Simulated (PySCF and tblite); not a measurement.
Results of a calculation; reference values are marked as such.
System: C5H5BF2, numbered as in [CH2:1]=[C:2]([B:3]([F:4])[F:5])[CH:6]1[CH:7]=[CH:8]1.

Motion: rotation about the B3–C2 bond (torsion F4–B3–C2–C1 from -180° to 0°, rising). GFN2-xTB gives an electronic barrier of 4.0 kcal/mol.

Task: What does B3LYP/pcSseg-1 + D3(BJ) give on GFN2-xTB geometries?

Result: A barrier of 6.0 kcal/mol, 2.1 above the tight-binding barrier (from unrounded values) and, with GFN2-xTB thermal terms, ΔG‡(298 K) = 6.0 kcal/mol and k = 5.2×10⁸ s⁻¹ (2 equivalent paths).

Programs: tblite and PySCF.
